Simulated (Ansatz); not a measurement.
# Pulling the pair apart

The pair of Ag⁺ (SMILES [Ag+], atom 1) and OH⁻ (SMILES [OH-], atoms 2–3), both closed shells, in one local arrangement (a lower one may exist), relaxed at PBE0-D4/def2-TZVP:

```
atom    x (Å)    y (Å)    z (Å)
 Ag1  -0.0408   0.0546  -1.4670
  O2  -0.2360   0.3157   0.5151
  H3   0.2768  -0.3705   0.9518
```

OH⁻ is shifted rigidly along the line between the mean atom positions of the two fragments (negative: closer). Counterpoise interaction energies in kcal/mol. Computed with Ansatz 0.2.0 (basis: def2-TZVPPD); correlated methods freeze the cores. Filled d shells of the heavier atoms are correlated. Core potentials replace the inner electrons of the atoms past krypton.

```
shift (Å)      MP2  PBE0-D4   PBE-D4
    -0.20  -176.09  -182.85  -189.92
    -0.10  -182.72  -189.79  -196.71
     0.00  -184.31  -191.67  -198.66
     0.10  -182.69  -190.38  -197.60
     0.24  -177.34  -185.52  -193.28
     0.50  -163.56  -172.83  -182.00
```

2 of 8 computed shifts are left out: there CCSD(T) failed or its T1 diagnostic passed 0.035.

Problem. What does CCSD(T) give at these shifts? (To be estimated.)

Solution. Computed: -173.06, -180.91, -183.46, -182.65, -178.27, -166.30 kcal/mol. For zero shift, CCSD(T) at an estimated basis limit (MP2 extrapolated from triple and quadruple zeta, plus CCSD(T) − MP2 in triple zeta) gives -189.62 kcal/mol. These are counterpoise interaction energies, counted from the two frozen fragments.

No T1 diagnostic of these runs exceeds 0.034. The T1 diagnostic is large here, which may signal multireference character or strong orbital relaxation, so CCSD(T) is less sure.

For scale, one of the runs: CCSD(T)/def2-TZVPPD, 113 basis functions, launched by `ansatz run in.yaml --threads 2 --pin off --events-out ev --progress --plain --max-ram 5222MiB`. Hardware: 2 CPU threads of an Arm Neoverse V1, shared host. Wall time about 5.5 s.
